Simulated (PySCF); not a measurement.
BH6NO2Si, SMILES OB(O)N[SiH3]. Atoms are numbered in the order given.

```xyz
11

Si    -0.0033     1.8149     0.0000
N      0.7553     0.2317     0.0000
B      0.0164    -0.9957     0.0000
O     -1.3533    -0.8833     0.0000
O      0.5704    -2.2577     0.0000
H     -0.8444     2.0375    -1.2065
H     -0.8444     2.0375     1.2065
H      1.1088     2.8067     0.0000
H      1.7706     0.2055     0.0000
H     -1.7868    -1.7475     0.0000
H      1.5360    -2.2637     0.0000
```

The structure is a stationary point at TPSSh-D3(BJ)/def2-SVP. This is a generated structure with no PubChem entry under its InChIKey; it may be hypothetical. Other conformers were not sampled.

The numbers are results of PySCF with r2SCAN/def2-TZVP, not measurements.

ESP charges are fitted to the potential on shells at 1.4 to 2.0 van der Waals radii. Atomic charges (e):

| atom | Löwdin | Mulliken | ESP fit | IAO |
|---|---|---|---|---|
| Si1 | 0.25 | 0.34 | [?] | 0.78 |
| N2 | 0.01 | -0.50 | -0.66 | -0.75 |
| B3 | -1.07 | 0.40 | 0.67 | 0.55 |
| O4 | 0.17 | -0.48 | -0.63 | -0.59 |
| O5 | 0.16 | -0.46 | -0.70 | -0.59 |
| H6 | -0.04 | -0.05 | -0.06 | -0.14 |
| H7 | -0.04 | -0.05 | -0.06 | -0.14 |
| H8 | -0.05 | -0.06 | -0.08 | -0.14 |
| H9 | 0.19 | 0.21 | [?] | 0.27 |
| H10 | 0.21 | 0.33 | [?] | 0.38 |
| H11 | 0.21 | 0.31 | [?] | 0.37 |

Q: Complete the blanks. (An estimate is asked for; the answer gives what the named calculation found.)

A: 
- Si1, ESP fit: 0.33
- H9, ESP fit: 0.32
- H10, ESP fit: 0.44
- H11, ESP fit: 0.42

Q: Give the Mayer and Wiberg (Löwdin basis) orders of the bonds. (The exact figures need the calculation; the answer reports its results.)

A: 
```tsv
bond	Mayer	Wiberg
Si1–N2	1.07	1.29
N2–B3	1.20	1.63
B3–O4	1.25	1.93
B3–O5	1.26	1.94
Si1–H6	0.94	0.96
Si1–H7	0.94	0.96
Si1–H8	0.95	0.96
N2–H9	0.91	0.85
O4–H10	0.87	0.94
O5–H11	0.88	0.96
```
